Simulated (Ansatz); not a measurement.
System: sum formula H₈Si₃NO (charge -1, singlet). It need not be the lowest isomer of its formula. Whether it binds its extra electron was not tested at this geometry. 
Coordinates optimised at B3LYP-D3(BJ)/def2-TZVP (Ansatz, a program for electronic structure):
```xyz
13

Si    -0.1102    -0.3624    -1.4017
N     -1.0222     0.5370    -0.0837
Si    -2.2575    -0.1471     0.8591
O      1.4885    -0.4610    -0.6446
Si     2.1352     0.2898     0.6206
H      0.1876     0.9150    -2.2316
H     -0.8427     1.5222     0.0569
H     -3.5585    -0.3956     0.1603
H     -1.8905    -1.4591     1.4608
H     -2.6018     0.7706     1.9931
H      1.6103    -0.1547     1.9454
H      1.9898     1.7793     0.6016
H      3.6078     0.0268     0.6648
```
Charge -1, spin multiplicity 1.

Basis-set convergence of Hartree-Fock and CCSD(T) correlation energies (hartree) with Ansatz. Valence correlation only, unless marked. No spin-orbit coupling. Non-relativistic. This anion needs diffuse functions, which these sets lack.

| basis | functions | E(HF) | E(corr, CCSD(T)) |
|---|---|---|---|
| cc-pV(D+d)Z | 137 | -1000.88678 | -0.75465 |
| cc-pV(T+d)Z | 289 | -1000.98429 | -0.93208 |
| cc-pV(Q+d)Z | 542 | ? | ? |

**Question.** Some entries are withheld; supply them.

**Answer.** 
- cc-pV(Q+d)Z, E(HF): -1001.00825
- cc-pV(Q+d)Z, E(corr, CCSD(T)): -0.98984
